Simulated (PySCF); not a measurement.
Coordinates in bohr (charge 0 multiplicity 4):
```
Co   -0.1454    0.0270   -0.0354
O     2.7109   -0.5031    0.6611
O    -0.4806    3.2467   -0.4770
O    -1.7123   -2.8397   -0.0577
H     0.8883    4.4235   -0.3063
H    -0.9016   -4.4210    0.3030
```

Level of theory: UPBE0/[Co def2-TZVP, O def2-TZVP, H def2-TZVP], no relativity, density fitting, PySCF.

This geometry of CoO(OH)2 is a stationary point at this level.

(1) What is the point group?

(2) Is it a minimum?

(3) What are the dipole moment and the gap between the highest occupied and lowest empty levels of either spin?

(4) What is the atomisation energy, with and without zero-point energy?

Results:

(1) C2v.

(2) Yes: all harmonic wavenumbers are real.

(3) 0.31 D and 4.88 eV.

(4) 1829 kJ/mol without, 1751 kJ/mol with.

Other isomers or separated fragments may lie lower. Other spin states or occupations of the open shell can lie lower.
